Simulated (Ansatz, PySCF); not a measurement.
H₄BNO₂ (SMILES NB(O)O), singlet, geometry from GFN2-xTB, atoms displaced at random by about 0.08 Å a coordinate. Base run: PBE0/STO-3G, gradient in PySCF.

Here is a job for PySCF.
```python
from pyscf import gto, scf, dft

mol = gto.Mole()
mol.atom = '''
    B     0.045247    0.003441    0.171753
    O    -0.882938   -1.059230   -0.129048
    H    -1.774629   -0.763788   -0.503293
    O    -0.180661    1.241162   -0.564651
    H    -1.148469    1.355652   -1.003825
    N     1.321636   -0.340974    0.673774
    H     1.933273    0.528573    0.829494
    H     1.401223   -1.107347    1.135062
'''
mol.basis = 'sto-3g'
mol.charge = 0
mol.spin = 0
mol.verbose = 3
mol.build()

mf = dft.RKS(mol)
mf.xc = 'pbe0'
mf.kernel()
g = mf.nuc_grad_method()
grad = g.kernel()
```

Programs used: Ansatz (a program for electronic structure), PySCF; a row that names a program was run with it.

The coordinate followed is x of atom 3.

Variants of this job, named by their change:

```json
[
 {"change": "base", "dE/dx (Eh/bohr)": "-0.008225", "net force (Eh/bohr)": "0.000067"},
 {"change": "grids.level = 0; grid_response = on", "dE/dx (Eh/bohr)": "(withheld)", "net force (Eh/bohr)": "0.000000"},
 {"change": "code = ansatz", "dE/dx (Eh/bohr)": "-0.008228", "net force (Eh/bohr)": "0.000000"},
 {"change": "grids.level = 0; grid_response = off", "dE/dx (Eh/bohr)": "-0.008013", "net force (Eh/bohr)": "0.012873"},
 {"change": "grid_response = on", "dE/dx (Eh/bohr)": "-0.008225", "net force (Eh/bohr)": "0.000000"},
 {"change": "grids.level = 5; grid_response = off", "dE/dx (Eh/bohr)": "-0.008226", "net force (Eh/bohr)": "0.000006"},
 {"change": "finite difference step (bohr) = 0.01; conv_tol = 1e-11", "dE/dx (Eh/bohr)": "-0.008208", "net force (Eh/bohr)": "-"},
 {"change": "density fitting = on", "dE/dx (Eh/bohr)": "-0.008209", "net force (Eh/bohr)": "0.000067"},
 {"change": "conv_tol = 1e-4", "dE/dx (Eh/bohr)": "-0.008237", "net force (Eh/bohr)": "0.000067"},
 {"change": "density fitting = on; auxbasis_response = off", "dE/dx (Eh/bohr)": "-0.008170", "net force (Eh/bohr)": "0.005045"},
 {"change": "finite difference step (bohr) = 1e-3; conv_tol = 1e-11", "dE/dx (Eh/bohr)": "-0.008225", "net force (Eh/bohr)": "-"},
 {"change": "finite difference step (bohr) = 1e-5; conv_tol = 1e-11", "dE/dx (Eh/bohr)": "-0.008225", "net force (Eh/bohr)": "-"}
]
```

Problem. Some entries are withheld; supply them.

Solution. 
- grids.level = 0; grid_response = on, dE/dx (Eh/bohr): -0.005570

The net force is zero for an exact gradient.
